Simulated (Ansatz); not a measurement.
```xyz
11

C     1.3900    0.0000    0.0000
C     0.6950    1.2038    0.0000
C    -0.6950    1.2038    0.0000
C    -1.3900    0.0000    0.0000
C    -0.6950   -1.2038    0.0000
C     0.6950   -1.2038    0.0000
H     1.2400    2.1477    0.0000
H    -1.2400    2.1477    0.0000
H    -2.4800    0.0000    0.0000
H    -1.2400   -2.1477    0.0000
H     1.2400   -2.1477    0.0000
```

Basis set: cc-pVDZ (spherical functions). Correlated methods keep 6 orbitals frozen. Charge 0, multiplicity 2.

Computed with Ansatz (development build ahead of 0.2.0); each method stands on the lowest determinant of its kind that the runs found.

Question: Give the atomization energy at this shape (free ground-state atoms in the same class of orbitals less the molecule, no zero-point energy) of doublet C6H5 by UHF-MP2, UHF.

Answer:

```
 method  atomization energy
UHF-MP2            50.58 eV
    UHF            39.86 eV
```

Caution: the unrestricted determinant is spin contaminated.
